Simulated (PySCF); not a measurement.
C4H6BFO, SMILES FB(C#CC)CO. Heavy atoms are numbered as in [CH3:1][C:2]#[C:3][B:4]([F:5])[CH2:6][OH:7]. Hydrogens are named by the atom that carries them.

Geometry: B3LYP-D3(BJ)/def2-SVP. This is a generated structure with no PubChem entry under its InChIKey; it may be hypothetical. The values are those of a single conformer.

Method: PySCF with PBE/pcSseg-1.

GIAO shieldings, no solvent; atoms alike by connectivity are averaged. δ = σ(ref) − σ: ¹³C against TMS (σ = 182.0 ppm); ¹¹B against BF3 (σ = 83.9 ppm); ¹⁹F against CFCl3 (σ = 133.6 ppm); ¹⁷O against H2O (σ = 334.3 ppm); ¹H against TMS (σ = 31.49 ppm), references at their B3LYP-D3(BJ)/def2-TZVP geometries, non-relativistic.

Task: Estimate the chemical shifts. (An estimate is asked for; the answer gives what the named calculation found.)

Result: 
```csv
nucleus,atoms,count,δ (ppm)
¹³C,C2,1,119.3
¹³C,C3,1,90.9
¹³C,C6 (CH2),1,66.5
¹³C,C1 (CH3),1,9.0
¹¹B,B4,1,32.4
¹⁹F,F5,1,-48.3
¹⁷O,O7 (OH),1,13.9
¹H,H on C6,2,4.17
¹H,H on C1,3,2.45
¹H,H on O7,1,-0.14
```
